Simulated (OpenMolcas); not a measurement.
F⁺: input and output

Input:

```
&GATEWAY
Coord
1

F 0.0 0.0 0.0
Basis=ANO-RCC-VDZ
Group=XYZ
NoMove
AngMom=0.0 0.0 0.0
AMFI
&SEWARD
Relativistic=R03O02
&RASSCF
FileOrb=start.orb
Symmetry=1
Spin=3
nActEl=6 0 0
Inactive=1 0
Ras2=1 3
CIRoot=3 3 1
SDav=3
CIMx=300
Iter=120 100
PrWF=0.3
OrbListing=Nothing
MaxOrb=0
Atom
>>> COPY $Project.JobIph JOB001
&RASSCF
FileOrb=start.orb
Symmetry=1
Spin=1
nActEl=6 0 0
Inactive=1 0
Ras2=1 3
CIRoot=7 7 1
SDav=7
CIMx=300
Iter=120 100
PrWF=0.3
OrbListing=Nothing
MaxOrb=0
Atom
CIOnly
>>> COPY $Project.JobIph JOB002
&RASSCF
FileOrb=start.orb
Symmetry=2
Spin=3
nActEl=6 0 0
Inactive=1 0
Ras2=1 3
CIRoot=3 3 1
SDav=3
CIMx=300
Iter=120 100
PrWF=0.3
OrbListing=Nothing
MaxOrb=0
Atom
>>> COPY $Project.JobIph JOB003
&RASSCF
FileOrb=start.orb
Symmetry=2
Spin=1
nActEl=6 0 0
Inactive=1 0
Ras2=1 3
CIRoot=3 3 1
SDav=3
CIMx=300
Iter=120 100
PrWF=0.3
OrbListing=Nothing
MaxOrb=0
Atom
CIOnly
>>> COPY $Project.JobIph JOB004
&RASSI
NrOfJobIphs=3 3 6 3
1 2 3
1 2 3 4 5 6
1 2 3
IphNames
JOB001
JOB002
JOB003
EJob
SpinOrbit
DIPRint=1.0
SOCoupling=1000.0
Subsets=2
MEES
Property=10
'ANGMOM' 1 'ANGMOM' 2 'ANGMOM' 3 'MLTPL  1' 1 'MLTPL  1' 2 'MLTPL  1' 3
'AMFI' 1 'AMFI' 2 'AMFI' 3 'MLTPL  2' 6
SOProperty=3
'ANGMOM' 1 'ANGMOM' 2 'ANGMOM' 3
```

Launched by
```bash
OMP_NUM_THREADS=1 MOLCAS_MEM=2252 MOLCAS_PROJECT=a pymolcas a.inp > a.log  # once for each step of the input, in one work folder
```

A driver script runs the steps one by one and writes start.orb anew before each from the orbitals found so far, so a CI-only block uses the converged orbitals of the first block.

Output, cut to the results:

```
--- SEWARD ---
Basis set label: F.ANO-RCC...3S2P.

      Electronic valence basis set:
      ------------------
      Associated Effective Charge   9.000000 au
      Associated Actual Charge      9.000000 au
      Nuclear Model: Point charge

      Shell  nPrim  nBasis  Cartesian Spherical Contaminant
         s      14       3        X
         p       9       2        X
Relativistic=R03O02
                  Relativistic Douglas-Kroll-Hess integrals:
                    - DKH order of Hamiltonian: 3
                    - DKH order of Properties : 2
--- RASSCF ---
Wave function specifications:
      -----------------------------

      Number of closed shell electrons           2
      Number of electrons in active shells       6
      Max number of holes in RAS1 space          0
      Max nr of electrons in RAS3 space          0
      Number of inactive orbitals                1
      Number of active orbitals                  4
      Number of secondary orbitals               4
      Spin quantum number                      1.0
      State symmetry                             1
Orbital specifications:
      -----------------------

      Symmetry species                           1   2
                                                ag  au
      Frozen orbitals                            0   0
      Inactive orbitals                          1   0
      Active orbitals                            1   3
      RAS1 orbitals                              0   0
      RAS2 orbitals                              1   3
      RAS3 orbitals                              0   0
      Secondary orbitals                         1   3
      Deleted orbitals                           0   0
      Number of basis functions                  3   6
      Number of CSFs                             3
      Number of root(s) required                 3
      Iter CI   SX   CI       RASSCF       Energy    max ROT     max BLB   max BLB  Level Ln srch  Step   QN
          iter iter root      energy       change     param      element    value   shift minimum  type update
 Nr of preliminary CI iterations:   1
 ###############################################################################
 ###############################################################################
 ###                                                                         ###
 ###                                                                         ###
 ###    WARNING: Problems in orbital optimization.                           ###
 ###                                                                         ###
 ###                                                                         ###
 ###############################################################################
 ###############################################################################
  Warning: In symmetry  1, orbital p=   2 has diagonal density matrix element D(p,p) close to two. (2 - D(p,p))= -4.440892E-16
        1   1    1    0   -98.91628709    0.00E+00   0.00E+00    2   3 1 -9.17E-09   0.50   0.00    SX    NO
        ...
 ###############################################################################
 ###############################################################################
  Warning: In symmetry  1, orbital p=   2 has diagonal density matrix element D(p,p) close to two. (2 - D(p,p))=  0.000000E+00
        4   1    1    0   -98.91628709    2.84E-14   0.00E+00    2   3 1 -9.17E-09   0.50   0.00    SX    NO
      Convergence after  4 iterations
        5   1    1    0   -98.91628709   -1.42E-14   0.00E+00    2   3 1 -9.17E-09   0.50   0.00    SX    NO
      Natural orbitals and occupation numbers for root  1
      sym 1:   2.000000
      sym 2:   2.000000   1.000000   1.000000
      Natural orbitals and occupation numbers for root  2
      sym 1:   2.000000
      sym 2:   1.000000   2.000000   1.000000
      Natural orbitals and occupation numbers for root  3
      sym 1:   2.000000
      sym 2:   1.000000   1.000000   2.000000
::    RASSCF root number  1 Total energy:    -98.91628709
::    RASSCF root number  2 Total energy:    -98.91628709
::    RASSCF root number  3 Total energy:    -98.91628709
--- RASSCF ---
Wave function specifications:
      -----------------------------

      Number of closed shell electrons           2
      Number of electrons in active shells       6
      Max number of holes in RAS1 space          0
      Max nr of electrons in RAS3 space          0
...
--- RASSI ---
SPIN-FREE ENERGIES:
  (Shifted by EMIN (a.u.) =        -98.9162870857)

 SF State       Relative EMIN(au)   Rel lowest level(eV)    D:o, cm**(-1)      L_eff

     1             0.0000000000        0.0000000000              0.0000         1.0
     2             0.0000000000        0.0000000000              0.0000         1.0
     3             0.0000000000        0.0000000000              0.0000         1.0
     4             0.1032788900        2.8103617673          22667.0963         2.0
     5             0.1032788900        2.8103617673          22667.0963         2.0
     6             0.1032788900        2.8103617673          22667.0963         2.0
     7             0.1032788900        2.8103617673          22667.0963         2.0
     8             0.1032788900        2.8103617673          22667.0963         2.0
     9             0.1944640060        5.2916351793          42679.9160         0.0
    10             0.8019706531       21.8227332000         176012.2135         1.0
    11             0.8019706531       21.8227332000         176012.2135         1.0
    12             0.8019706531       21.8227332000         176012.2135         1.0
     Dipole printing threshold changed to   1.00000000E+00

++ Dipole transition strengths (spin-free states):
   -----------------------------------------------
     for osc. strength at least  1.00000000E+00

  ( Max oscillator strength is only   0.16302798338933439      )
--
Eigenvalues of complex Hamiltonian:
   -----------------------------------
  (Shifted by EMIN (a.u.) =        -98.9162870857)

 SO State       Relative EMIN(au)   Rel lowest level(eV)    D:o, cm**(-1)     J-value

     1            -0.0007522124        0.0000000000              0.0000         2.0
     2            -0.0007522124        0.0000000000              0.0000         1.1
     3            -0.0007522124        0.0000000000              0.0000         1.5
...
```

The J values that RASSI prints are effective ones from its own formula and need not be integers or half-integers; the table below assigns J from the states.

Levels above the lowest, from the spin-orbit matrix, grouped by J:

```json
{"Configuration": "2s² 2p⁴", "Term": "³P", "J": "2", "E (cm⁻¹)": "0.0", "Measured (cm⁻¹)": "0.0", "Term weight %": "100"}
{"Configuration": "2s² 2p⁴", "Term": "³P", "J": "1", "E (cm⁻¹)": "328", "Measured (cm⁻¹)": "341", "Term weight %": "100"}
{"Configuration": "2s² 2p⁴", "Term": "³P", "J": "0", "E (cm⁻¹)": "486", "Measured (cm⁻¹)": "490", "Term weight %": "100"}
{"Configuration": "2s² 2p⁴", "Term": "¹D", "J": "2", "E (cm⁻¹)": "22835", "Measured (cm⁻¹)": "20873", "Term weight %": "100"}
{"Configuration": "2s² 2p⁴", "Term": "¹S", "J": "0", "E (cm⁻¹)": "42850", "Measured (cm⁻¹)": "44918", "Term weight %": "100"}
{"Configuration": "2s 2p⁵", "Term": "³P°", "J": "2", "E (cm⁻¹)": "176017", "Measured (cm⁻¹)": "164798", "Term weight %": "100"}
{"Configuration": "2s 2p⁵", "Term": "³P°", "J": "1", "E (cm⁻¹)": "176337", "Measured (cm⁻¹)": "165107", "Term weight %": "100"}
{"Configuration": "2s 2p⁵", "Term": "³P°", "J": "0", "E (cm⁻¹)": "176497", "Measured (cm⁻¹)": "165279", "Term weight %": "100"}
```

Against the 7 measured excited levels shown (NIST Handbook of Basic Atomic Spectroscopic Data) the mean absolute deviation is 5400 cm-1; the largest miss in energy is 2s 2p⁵ ³P°₁: computed 176337, measured 165107 cm⁻¹ (+6.8 %), and the largest in proportion 2s² 2p⁴ ¹D₂ (+9.4 %).

Without dynamic correlation excited terms often stand tens of per cent too high (terms of higher spin than the ground term too low), and those without a measured partner can miss by more than the paired ones. Terms from blocks run as CI alone lack orbitals of their own. Measured partners are found by configuration, term and J. A level has none where our copy of the source lacks it or the pairing is in doubt (some pairs that miss far off the trend of their configuration count as doubtful), and it then counts in no deviation. Levels of configurations outside the active space are missing. The first state left out of the spin-orbit step lies near 260000 cm-1 above the lowest spin-free state of the reference (among the parities and spins computed), and the list stops at four fifths of that energy or lower.

The RASSCF and RASSI steps took 7.3 s on 1 thread of Arm Neoverse V1, with other jobs on the host; the integral step is not counted.

The term weight is that of the spin-free term in the level, not the purity of its configuration. ° marks odd parity.
